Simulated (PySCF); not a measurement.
C₂H₇NTe, SMILES [Te](CC)N.

Geometry optimised at PBE-D3(BJ)/def2-SVP. This is a generated structure with no PubChem entry under its InChIKey; it may be hypothetical. The def2 effective core potentials stand for the cores of Te; spin–orbit coupling is left out. Other conformers were not sampled.

All values below come from PySCF with PBE/def2-TZVP.

Gas-phase values at a fixed geometry.

Q: Estimate the frontier levels, gap, dipole moment and polarisability. (The exact figures need the calculation; the answer reports its results.)

A: 
| Property | Value |
|---|---|
| highest occupied level | -4.84 eV |
| lowest empty level | -1.75 eV |
| orbital gap | 3.09 eV |
| dipole moment | 2.24 D |
| quadrupole, principal values (traceless, Buckingham form, about the centre of nuclear charge) | -3.20, -1.94, 5.14 D·Å |
| mean static polarisability | 74.2 bohr³ (10.99 Å³) |
| polarisability, principal values | 58.8, 73.7, 90.0 bohr³ |
